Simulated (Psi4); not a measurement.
H2F3NSi (SMILES N[Si](F)(F)F), singlet, at a GFN2-xTB geometry; Psi4 with QCISD(T)/cc-pVDZ.

Psi4 was given this input:
```
memory 2 GB

molecule mol {
0 1
N     1.667666   -0.283865   -0.127330
Si    0.007504   -0.002494    0.005089
F    -0.794201   -0.986292   -0.937160
F    -0.332927    1.485326   -0.405909
F    -0.669203   -0.182628    1.430723
H     2.044462   -1.214791   -0.156781
H     2.343796    0.389115    0.187964
}

set {
  basis cc-pvdz
  reference rhf
  freeze_core true
}

energy('qcisd(t)')
print_variables()
```

Output, abridged:

```
   => Loading Basis Set <=

    Name: CC-PVDZ
    Role: ORBITAL
    Keyword: BASIS

         ---------------------------------------------------------
                                   SCF
               by Justin Turney, Rob Parrish, Andy Simmonett
                          and Daniel G. A. Smith
                              RHF Reference
         ---------------------------------------------------------

  ==> Geometry <==

    Molecular point group: c1
    Full point group: C1

    Geometry (in Angstrom), charge = 0, multiplicity = 1:

       Center              X                  Y                   Z               Mass
    ------------   -----------------  -----------------  -----------------  -----------------
         N            1.728487692344    -0.295096855553    -0.127885260198    14.003074004430
         SI           0.068325692344    -0.013725855553     0.004533739802    27.976926534650
         F           -0.733379307656    -0.997523855553    -0.937715260198    18.998403162730
         F           -0.272105307656     1.474094144447    -0.406464260198    18.998403162730
         F           -0.608381307656    -0.193859855553     1.430167739802    18.998403162730
         H            2.105283692344    -1.226022855553    -0.157336260198     1.007825032230
         H            2.404617692344     0.377883144447     0.187408739802     1.007825032230

  Running in c1 symmetry.

  Rotational constants: A =      0.13901  B =      0.13011  C =      0.12345 [cm^-1]
  Rotational constants: A =   4167.27928  B =   3900.64843  C =   3700.89449 [MHz]
  Nuclear repulsion =  267.335140562025572

  Charge       = 0
  Multiplicity = 1
  Electrons    = 50
  Nalpha       = 25
  Nbeta        = 25

  ==> Algorithm <==

  SCF Algorithm Type is PK.
  DIIS enabled.
  MOM disabled.
  Fractional occupation disabled.
  Guess Type is SAD.
  Energy threshold   = 1.00e-08
  Density threshold  = 1.00e-08
  Integral threshold = 1.00e-12

  ==> Primary Basis <==

  Basis Set: CC-PVDZ
    Blend: CC-PVDZ
    Number of shells: 38
    Number of basis functions: 84
    Number of Cartesian functions: 89
    Spherical Harmonics?: true
    Max angular momentum: 2

  ==> Integral Setup <==

  Using in-core PK algorithm.
   Calculation information:
      Number of atoms:                   7
      Number of AO shells:              38
      Number of primitives:            148
      Number of atomic orbitals:        89
      Number of basis functions:        84

      Integral cutoff                 1.00e-12
      Number of threads:                 1

  Performing in-core PK
  Using 12748470 doubles for integral storage.
  We computed 263093 shell quartets total.
  Whereas there are 274911 unique shell quartets.

  ==> DiskJK: Disk-Based J/K Matrices <==

    J tasked:                  Yes
    K tasked:                  Yes
    wK tasked:                  No
    Schwarz Cutoff:          1E-12

  Minimum eigenvalue in the overlap matrix is 1.9856592181E-02.
  Reciprocal condition number of the overlap matrix is 4.4932440621E-03.
    Using symmetric orthogonalization.

  ==> Pre-Iterations <==

  SCF Guess: Superposition of Atomic Densities via on-the-fly atomic UHF (no occupation information).

   -------------------------
    Irrep   Nso     Nmo
   -------------------------
     A         84      84
   -------------------------
    Total      84      84
   -------------------------

  ==> Iterations <==

                        Total Energy        Delta E     RMS |[F,P]|

   @RHF iter SAD:  -642.01385784250181   -6.42014e+02   0.00000e+00
   @RHF iter   1:  -642.96350019762383   -9.49642e-01   6.81837e-03 DIIS/ADIIS
   @RHF iter   2:  -643.05973058442260   -9.62304e-02   3.75377e-03 DIIS/ADIIS
   @RHF iter   3:  -643.09238691070050   -3.26563e-02   3.43664e-04 DIIS/ADIIS
   @RHF iter   4:  -643.09299426629605   -6.07356e-04   8.61262e-05 DIIS
   @RHF iter   5:  -643.09302673297179   -3.24667e-05   3.19311e-05 DIIS
   @RHF iter   6:  -643.09303053652491   -3.80355e-06   5.36287e-06 DIIS
   @RHF iter   7:  -643.09303078270602   -2.46181e-07   1.09602e-06 DIIS
   @RHF iter   8:  -643.09303079451422   -1.18082e-08   2.33685e-07 DIIS
   @RHF iter   9:  -643.09303079508391   -5.69685e-10   5.04417e-08 DIIS
   @RHF iter  10:  -643.09303079510687   -2.29647e-11   1.92786e-08 DIIS
   @RHF iter  11:  -643.09303079510846   -1.59162e-12   7.18534e-09 DIIS
  Energy and wave function converged.

  ==> Post-Iterations <==

    Orbital Energies [Eh]
    ---------------------

    Doubly Occupied:

[...]
      25A     -0.461939

    Virtual:

[...]
    Final Occupation by Irrep:
              A
    DOCC [    25 ]
    NA   [    25 ]
    NB   [    25 ]

  @RHF Final Energy:  -643.09303079510846

   => Energetics <=

    Nuclear Repulsion Energy =            267.3351405620255719
    One-Electron Energy =               -1426.8769479607385620
    Two-Electron Energy =                 516.4487766036045286
    Total Energy =                       -643.0930307951084615

Computation Completed

Properties will be evaluated at   0.000000,   0.000000,   0.000000 [a0]

Properties computed using the SCF density matrix

 Multipole Moments:

 ------------------------------------------------------------------------------------
     Multipole            Electronic (a.u.)      Nuclear  (a.u.)        Total (a.u.)
 ------------------------------------------------------------------------------------

 L = 1.  Multiply by 2.5417464519 to convert [e a0] to [Debye]
 Dipole X            :         -4.4038380            5.7468114            1.3429734
 Dipole Y            :          0.7752918           -1.0612433           -0.2859516
 Dipole Z            :          0.2167575           -0.0524550            0.1643025
 Magnitude           :                                                    1.3828742

 ------------------------------------------------------------------------------------

 MINTS: Wrapper to libmints.
   by Justin Turney

[...]

        **********************************************************
        *                                                        *
        *                   CCSD Integral Sort                   *
        *                                                        *
        **********************************************************

        CC integral sort will use                    143.41 mb

        Number of (ab|cd) temporary files:                2
        Number of (ab|ci) temporary files:                3
        Starting temporary file number:                 270

        *****************************************************
        *                                                   *
        *                       QCISD                       *
        *                  Eugene DePrince                  *
        *                                                   *
        *****************************************************

  ==> Input parameters <==

        Freeze core orbitals?                 yes
        Use frozen natural orbitals?           no
        r_convergence:                  1.000e-07
        e_convergence:                  1.000e-06
        Number of DIIS vectors:                 8
        Number of frozen core orbitals:         9
        Number of active occupied orbitals:    16
        Number of active virtual orbitals:     59
        Number of frozen virtual orbitals:      0

  ==> Memory <==

        minimum memory requirements for QCISD =        20.48 mb
        (T) algorithm:                                 15.60 mb (low-memory)
        memory requirements for QCISD(T) =             15.60 mb

  ==> Define tiling <==

        v(ab,cd) diagrams will be evaluated in   1 blocks.
        v(ab,ci) diagrams will be evaluated in   1 blocks over ov2.
        v(ab,ci) diagrams will be evaluated in   1 blocks over ov.

  Allocate cpu memory (    45.55 mb).....done.
  Initialize cpu memory..................done.

  ==> MP4(SDQ) <==

  Begin singles and doubles quadratic ci iterations

   Iter  DIIS          Energy       d(Energy)          |d(T)|     time
      0   0 1   -0.8339388827   -0.8339388827    0.0203982987        0
      1   1 1   -0.8343074122   -0.0003685295    0.0095940080        1
      2   2 1   -0.8359245734   -0.0016171612    0.0036995552        0
      3   3 1   -0.8365088227   -0.0005842493    0.0019474276        1
      4   4 1   -0.8364517935    0.0000570292    0.0002661808        1
      5   5 1   -0.8364380348    0.0000137587    0.0001101203        1
      6   6 1   -0.8364404358   -0.0000024009    0.0000215984        0
      7   7 1   -0.8364411289   -0.0000006931    0.0000091674        1
      8   8 1   -0.8364410110    0.0000001179    0.0000025652        0
      9   8 2   -0.8364410198   -0.0000000088    0.0000009261        1
     10   8 3   -0.8364409765    0.0000000433    0.0000003873        1
     11   8 4   -0.8364409822   -0.0000000057    0.0000001238        0
     12   8 5   -0.8364409830   -0.0000000007    0.0000000486        1

  QCISD iterations converged!

        T1 diagnostic:                         0.011249492384
        D1 diagnostic:                         0.031794427869

        OS MP2 correlation energy:            -0.596847870156
        SS MP2 correlation energy:            -0.221335681496
        MP2 correlation energy:               -0.818183551651
      * MP2 total energy:                   -643.911214346760

        OS MP2.5 correlation energy:          -0.609248552001
        SS MP2.5 correlation energy:          -0.211244399162
        MP2.5 correlation energy:             -0.820492951164
      * MP2.5 total energy:                 -643.913523746272

        OS MP3 correlation energy:            -0.621649233847
        SS MP3 correlation energy:            -0.201153116829
        MP3 correlation energy:               -0.822802350676
      * MP3 total energy:                   -643.915833145784

        OS MP4(SDQ) correlation energy:       -0.636009556424
        SS MP4(SDQ) correlation energy:       -0.194921315588
        MP4(SDQ) correlation energy:          -0.835685853671
      * MP4(SDQ) total energy:              -643.928716648780

        OS QCISD correlation energy:          -0.639090495887
        SS QCISD correlation energy:          -0.197350487067
        QCISD correlation energy:             -0.836440982954
      * QCISD total energy:                 -643.929471778063

  Total time for QCISD iterations:       6.02 s (user)
                                         1.43 s (system)
                                            8 s (total)

  Time per iteration:                    0.46 s (user)
                                         0.11 s (system)
                                         0.67 s (total)

        ==> Resort (ov|vv) integrals for low-memory (T) computation <==

        *******************************************************
        *                                                     *
        *                     QCISD(T)                        *
        *                                                     *
        *******************************************************

        Using low-memory algorithm.

        num_threads:                      1
        memory requirements:       15.60 mb

        Number of abc combinations: 35990

        Computing (T) correction...

        % complete  total time
              10.0
              20.0
              30.0
              40.0
              50.0
              60.0
              70.0
              80.0
              90.0

        (T) energy                             -0.012923666969

        QCISD(T) correlation energy            -0.849364649923
      * QCISD(T) total energy                -643.942395445032

  Variable Map:
  ----------------------------------------------------------------------------
[...]
  Array Variable Map:
  ----------------------------------------------------------------------------
[...]
[...]
```
